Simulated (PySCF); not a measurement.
Isomers C6H8O2Si:

A. `InChI=1S/C6H8O2Si/c1-8-6(7)5-3-2-4-9-5/h2-4H,9H2,1H3`
B. SMILES C=C(C#C[SiH2]C)C(=O)O
C. SMILES C1=COC(CC=O)=C[SiH2]1
D. `C#CC(=O)C[SiH2]OC=C`

Spectrum 1. 1H NMR (500 MHz, computed): δ 8.17 (d, 1H), 7.45 (m, 1H), 6.67 (m, 1H), 4.66 (m, 2H), 4.17 (s, 3H). 13C{1H} NMR (computed): δ 170.9 (C), 166.3 (CH), 155.3 (CH), 146.5 (CH), 140.1 (C), 49.9 (CH3).

Spectrum 2. 1H NMR (500 MHz, computed): δ 9.83 (t, 1H), 7.39 (d, 1H), 5.23 (m, 1H), 5.21 (t, 1H), 4.93 (m, 2H), 3.18 (d, 2H). 13C{1H} NMR (computed): δ 199.9 (CH), 164.3 (C), 161.3 (CH), 100.0 (CH), 98.8 (CH), 60.1 (CH2).

Spectrum 3. 1H NMR (500 MHz, computed): δ 6.70 (m, 1H), 5.15 (t, 2H), 4.49 (m, 1H), 4.40 (m, 1H), 2.79 (s, 1H), 2.50 (t, 2H). 13C{1H} NMR (computed): δ 189.2 (C), 156.3 (CH), 95.9 (CH2), 86.8 (C), 86.8 (CH), 41.0 (CH2).

Spectrum 4. 1H NMR (500 MHz, computed): δ 7.32 (br s, 1H), 6.62 (br s, 1H), 6.32 (br s, 1H), 4.58 (q, 2H), 0.37 (t, 3H). 13C{1H} NMR (computed): δ 168.9 (C), 148.7 (CH2), 127.8 (C), 110.0 (C), 104.0 (C), -5.0 (CH3).

Method: coordinates at the GFN2-xTB level, PBE0/pcSseg-1 with gauge-including orbitals, in PySCF (isolated molecule, non-relativistic Hamiltonian, rapidly exchanging positions averaged, a single conformation).

Referencing at the same level of theory: TMS for 1H (σref 31.72), 13C (σref 186.93). Where no couplings were computed, multiplicities follow the n + 1 count of equivalent neighbours, and m marks all less simple cases (inequivalent or close neighbours, rings, F or P nearby). Acid and N–H amide carbonyl carbons lie up to 10 ppm further downfield in solution (hydrogen bonding). Shifts are as computed. Against solution values, carbons near 30 ppm lie about +3 ppm off and those near 130 ppm about +5 ppm. Of 1211 compounds with measured shifts, 218 miss one by over three times the rms of a fit or turn the order of signals round; such compounds aren't used in these exercises. OH and NH positions are gas-phase values without hydrogen bonding to other molecules.

Which spectrum belongs to which compound?

Results:

1–A, 2–C, 3–D, 4–B.

- Spectrum 1 (A): 6 13C signals; δC 170.9 is an ester carbonyl carbon; δC 166.3 is a β carbon of a C=C–C=O unit.
- Spectrum 2 (C): 6 13C signals; δC 199.9 is an aldehyde carbonyl carbon; δC 164.3 is an alkene carbon bearing oxygen.
- Spectrum 3 (D): 6 13C signals; δC 156.3 is an alkene carbon bearing oxygen; δC 95.9 is a β carbon of an enol-ether or enamine type C=C.
- Spectrum 4 (B): 6 13C signals; δC 168.9 is a carboxylic acid carbon; δC 148.7 is a β carbon of a C=C–C=O unit.
